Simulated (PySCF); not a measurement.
Interval between two levels of Hg by level of theory

Hg [Xe] 4f14 5d10 6s2 → Hg [Xe] 4f14 5d9 6s2 7s1 [3D3, M_J = 3], as a difference of total energies. Calculation: PySCF 2.14, in x2c-SVPall-2c with one added diffuse shell each of s, p, d type (8s11p10d2f, 105 functions); the two-component X2C-1e Hamiltonian. Correlated levels: [Kr] 4d10 4f14 frozen; the 22 highest virtual spinors dropped. "Screened" scales the spin-orbit matrix elements by Boettger's factors to mimic the two-electron term; Breit and QED terms are absent.

| method | interval between two levels (cm⁻¹) |
| --- | --- |
| GHF (screened spin-orbit) | 87266 |
| GMP2 (screened spin-orbit) | 97125 |

The labels give the starting determinants; with spin-orbit coupling the two ends relaxed to ⟨J²⟩ = 0.00, ⟨L²⟩ = 0.15, ⟨S²⟩ = 0.15 and ⟨J²⟩ = 12.01, ⟨L²⟩ = 6.15, ⟨S²⟩ = 2.15.

The promoted electron is Rydberg-like, and one or two diffuse shells describe it only roughly, which tends to raise the upper state.
